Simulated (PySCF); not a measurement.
Sn(F)2(Me)(OH) (CH4F2OSn), SMILES [CH3][Sn]([OH])([F])[F].

Coordinates come from a B3LYP-D3(BJ)/def2-SVP optimisation. The structure was generated by enumeration; whether it is a known compound was not checked. The def2 effective core potentials stand for the cores of Sn; spin–orbit coupling is left out. Other conformers were not sampled.

These are M06-2X/def2-TZVP in PySCF values and carry that method's errors.

Symmetry labels are those of the subgroup Cs that the program uses (full group Cs).

Computed valence orbital energies around the gap with their symmetry:
| orbital | symmetry | energy (eV) |
|---|---|---|
| HOMO−7 | A" | -13.72 |
| HOMO−6 | A' | -13.62 |
| HOMO−5 | A' | -13.48 |
| HOMO−4 | A" | -13.21 |
| HOMO−3 | A" | -13.00 |
| HOMO−2 | A' | -11.95 |
| HOMO−1 | A" | -11.28 |
| HOMO | A' | -11.16 |
| LUMO | A' | -0.69 |
| LUMO+1 | A" | 0.83 |
| LUMO+2 | A' | 0.87 |
| LUMO+3 | A' | 1.16 |
